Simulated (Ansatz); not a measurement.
CH5SSb, SMILES `S[CH2][SbH2]`, relaxed with RKS PBE-D4/def2-SVP in Ansatz from a rough embedded geometry. The force threshold is 0.03 eV/Å; the program also tests the step.

Total charge 0; spin multiplicity 1. Sb: def2 effective core potential.

Start:

```xyz
8

S     0.337    0.308    1.835
C    -0.041   -0.421    0.269
Sb   -1.047    1.063   -0.899
H     0.944   -0.944    2.264
H    -0.680   -1.312    0.383
H     0.892   -0.738   -0.238
H    -0.826    0.109   -2.418
H     0.420    1.936   -1.196
```

Problem. By how much does the energy fall, and how many steps does the optimiser take? (Estimate.)

Solution. Computed: 26.10 kJ/mol, in 4 steps.

Problem. Which bonds change most? (An estimate is asked.)

Solution. The calculation gave: S1–H4 from 1.456 to 1.365 Å; C2–Sb3 from 2.139 to 2.222 Å; Sb3–H7 from 1.808 to 1.739 Å; S1–C2 from 1.769 to 1.823 Å.

Problem. Give the relaxed structure. (An estimate is asked.)

Solution. The calculation gave: 
```xyz
8

S     0.401    0.246    1.872
C    -0.012   -0.471    0.247
Sb   -1.073    1.076   -0.943
H     0.941   -0.874    2.435
H    -0.713   -1.324    0.339
H     0.890   -0.786   -0.311
H    -0.824    0.172   -2.407
H     0.390    1.962   -1.233
```
